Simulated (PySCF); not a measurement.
## Two-component Hartree-Fock for Fe⁹⁺ (iron, charge +9)

Start: [Ne] 3s2 3p5; 3p1/2 filled at m_j = -1/2, +1/2; 3p3/2 filled at m_j = -1/2, +1/2, +3/2. Calculated with PySCF 2.14 in an even-tempered Gaussian basis (20 s from 0.53 bohr⁻², ratio 2.4; 14 p from 0.69 bohr⁻², ratio 2.4; 5 d from 4.6 bohr⁻², ratio 2.6; 4 f from 6.8 bohr⁻², ratio 2.6): generalised Hartree-Fock with the X2C-1e Hamiltonian and a Gaussian nucleus; one run each with spin-orbit coupling (SO) switched off, then screened by Boettger's factors.

```
spinor shell  electrons  ε, spin-free (eV)  ε, screened SO (eV)  weight of nominal j (screened SO)  rms radius, screened SO (bohr)
       1s1/2          2            -7397.4              -7397.2                              1.000                          0.0675
       2s1/2          2            -1106.2              -1106.1                              1.000                           0.287
       2p1/2          2            -971.73              -980.85                              0.998                           0.257
       3s1/2          2            -305.55              -305.52                              1.000                           0.785
       3p1/2          2            -263.44              -265.14                              0.824                           0.799
       3p3/2          3            -263.44              -262.51                              0.883                           0.803
```

(1) Where does 2p3/2 lie, and what is the 2p spin-orbit splitting (screened SO)?

```json
{"quantity": "E (hartree)", "spin-free": "-1242.56997", "screened SO": "-1242.61583"}
{"quantity": "M_J", "spin-free": "3/2", "screened SO": "3/2"}
{"quantity": "⟨J²⟩", "spin-free": "3.753", "screened SO": "3.753"}
{"quantity": "⟨L²⟩", "spin-free": "2.002", "screened SO": "2.003"}
{"quantity": "⟨S²⟩", "spin-free": "0.751", "screened SO": "0.751"}
```

Each row is a mean over spinors that exchange with the open shell spreads, by up to 7.419 eV (3s1/2).

Rows whose weight is well below 1 are mixtures of j = l ± 1/2: exchange outweighs spin-orbit coupling there, and the label is only the starting occupation.

Without spin-orbit coupling the j labels of p, d and f shells carry no meaning; the spin-free column gives the mean over the occupied spinors of each nl shell.

## Answers

(1) At -967.15 eV, 13.693 eV above 2p1/2.
